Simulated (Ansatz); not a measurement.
## A geometry optimisation of BClH4Si2 with B3LYP/6-31G*

The starting geometry of this gas-phase singlet was optimised with GFN2-xTB.

```xyz
8

B    -1.8870   -1.4423    2.8028
Cl   -2.1414    2.7690    3.8118
Si   -0.7885   -0.1150    2.0383
Si   -0.7990    2.0711    2.4292
H    -2.6998   -1.1553    3.5994
H    -1.7710   -2.5698    2.4939
H     0.2839   -0.2623    1.0245
H    -0.1493    3.3256    2.0407
```

Task: Where would you expect an optimisation with B3LYP/6-31G* to take it?

Result: It keeps its bonds.

The energy falls by 0.20 eV over 9 steps:

```tsv
step	E − E(last) (eV)
1	0.203
2	0.037
3	0.003
4	0.000
5	0.000
6	0.000
7	0.000
8	0.000
9	0.000
```

Final geometry (Å):

```yaml
atoms:
  - { symbol: B, position_ang: [-1.8767, -1.4106, 2.8019] }
  - { symbol: Cl, position_ang: [-2.2372, 2.7739, 3.8876] }
  - { symbol: Si, position_ang: [-0.7248, -0.0710, 1.9860] }
  - { symbol: Si, position_ang: [-0.8900, 2.0368, 2.5079] }
  - { symbol: H, position_ang: [-2.6832, -1.0635, 3.6085] }
  - { symbol: H, position_ang: [-1.7816, -2.5624, 2.5047] }
  - { symbol: H, position_ang: [0.3381, -0.2546, 0.9648] }
  - { symbol: H, position_ang: [-0.0969, 3.1724, 1.9793] }
```

Frequencies at the end are all real (lowest 37 cm⁻¹). Run with Ansatz 0.2.0, 28 s on 1 thread of Intel(R) Xeon(R) 6975P-C (Granite Rapids), with other jobs on the host.
